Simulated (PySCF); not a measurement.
boron oxyfluoride (BFO), SMILES FB=O. Geometry: PBE0-D3(BJ)/def2-TZVP.

Computed with PBE0-D3(BJ)/def2-TZVP (PySCF).

Harmonic wavenumbers (cm⁻¹): 514, 514, 1033, 2150. Rotational constants (GHz): 9.369 (linear); symmetry number 1.

Q: Work out the zero-point energy and the ideal-gas rigid-rotor harmonic-oscillator thermochemistry at 298.15 K and 1 atm.

A: ZPE = ½ Σ hcν = ½ × 4212 cm⁻¹ = 6.02 kcal/mol. H − E(el) = 8.38 kcal/mol. Entropy in cal/(mol K): translation 37.39, rotation 14.90, vibration 1.33, total 53.62. G − E(el) = -7.60 kcal/mol. Cp = 9.74 cal/(mol K).
